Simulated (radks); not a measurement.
The oxygen ion O+, 7 electrons, occupied as [He] 2s1 2p4 (not the ground configuration). Method: scalar-relativistic Kohn-Sham, r2SCAN, spin-polarised, spherical densities, finite nucleus; open shells are filled with parallel spins first; meta-GGA in the generalised Kohn-Sham scheme; Fermi nuclear charge, rms radius 2.6991 fm; computed with a radial shooting solver on a logarithmic mesh with Libxc functionals.

Local quantities along the radius. ELF = 1/(1 + alpha^2) is the electron localisation function; alpha = (tau - tau_W)/tau_unif compares the Pauli kinetic energy density with that of the uniform gas (summed over spins). tau is taken from the large components.

r (bohr),ELF,alpha
0.009513,1.000,0.004090
0.01056,1.000,0.004178
0.01181,1.000,0.004287
0.0131,1.000,0.004405
0.01454,1.000,0.004540
0.01613,1.000,0.004696
0.0179,1.000,0.004876
0.01986,1.000,0.005086
0.02204,1.000,0.005329
0.02445,1.000,0.005614
0.02713,1.000,0.005949
0.0301,1.000,0.006346
0.03367,1.000,0.006858
0.03736,1.000,0.007433
0.04146,1.000,0.008129
0.046,1.000,0.008979
0.05104,1.000,0.01003
0.05664,1.000,0.01134
0.06284,1.000,0.01300
0.06973,1.000,0.01514
0.07737,1.000,0.01792
0.08585,1.000,0.02161
0.09526,0.999,0.02660
0.1066,0.999,0.03411
0.1182,0.998,0.04410
0.1312,0.997,0.05854
0.1456,0.994,0.07995
0.1615,0.988,0.1125
0.1792,0.974,0.1630
0.1989,0.944,0.2430
0.2207,0.879,0.3710
0.2448,0.751,0.5752
0.2717,0.558,0.8907
0.3039,0.349,1.366
0.3372,0.224,1.859
0.3741,0.170,2.212
0.4151,0.167,2.231
0.4606,0.213,1.924
0.5111,0.312,1.484
0.5672,0.451,1.103
0.6293,0.590,0.8333
0.6983,0.696,0.6614
0.7748,0.762,0.5588
0.8597,0.799,0.5011
0.9616,0.817,0.4725
1.067,0.819,0.4694
1.184,0.809,0.4867
1.314,0.783,0.5257
1.458,0.741,0.5915
1.617,0.675,0.6936
1.795,0.581,0.8485
1.991,0.460,1.084
2.21,0.323,1.447
2.452,0.196,2.025
2.743,0.097,3.053
3.043,0.044,4.671
3.377,0.018,7.436
3.747,0.007,12.33
4.157,0.002,21.34
4.613,0.001,38.78

On this mesh the ELF has minima near r = 0.42 bohr, which separate the shells, and maxima near 1.1 (0.82).
